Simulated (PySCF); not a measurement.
A structure optimised at PBE0-D3(BJ)/def2-SVP (Å):
```
atom  x, y, z in Å
C1     0.2975    1.5324    0.2020
B2     0.1705   -0.0069   -0.0863
C3    -1.2425   -0.6905   -0.1602
P4     1.7229   -1.0170   -0.5352
H5     0.0808    2.0496   -0.7528
H6    -0.4735    1.8810    0.9084
H7     1.2847    1.8775    0.5413
H8    -1.2863   -1.6192   -0.7479
H9    -2.0365   -0.0047   -0.4972
H10   -1.4969   -0.9646    0.8825
H11    2.6412   -0.5910    0.4637
H12    1.4004   -2.2881    0.0158
```

Charge 0, singlet.

(1) Read off the bonds between heavy atoms and their formal orders.

(2) Give the structure as a SMILES string.

(3) Classify the heavy atoms.

(4) What is the arrangement about B2?

(5) What is the arrangement about P4?

Answers

(1) C1–B2 1.57 Å (single); B2–C3 1.57 Å (single); B2–P4 1.91 Å (single). Bonds to hydrogen (Å): C1–H5 1.11; C1–H6 1.10; C1–H7 1.10; C3–H8 1.10; C3–H9 1.10; C3–H10 1.11; P4–H11 1.42; P4–H12 1.42.

(2) `CB(C)P`, C2H8BP.

(3) C1/C3: sp3 carbon bound to boron; B2: three-coordinate boron; P4: three-coordinate phosphorus.

(4) It has 3 neighbours (C1, C3, P4) and is planar (angles 120.5°, 119.8° and 119.4°, sum 359.7°, 0.06 Å off the plane of its three neighbours).

(5) It has 3 neighbours (B2, H11, H12) and is pyramidal (angles 101.6°, 101.4° and 98.2°, sum 301.2°, 0.72 Å off the plane of its three neighbours).

All values are computed, not measured.
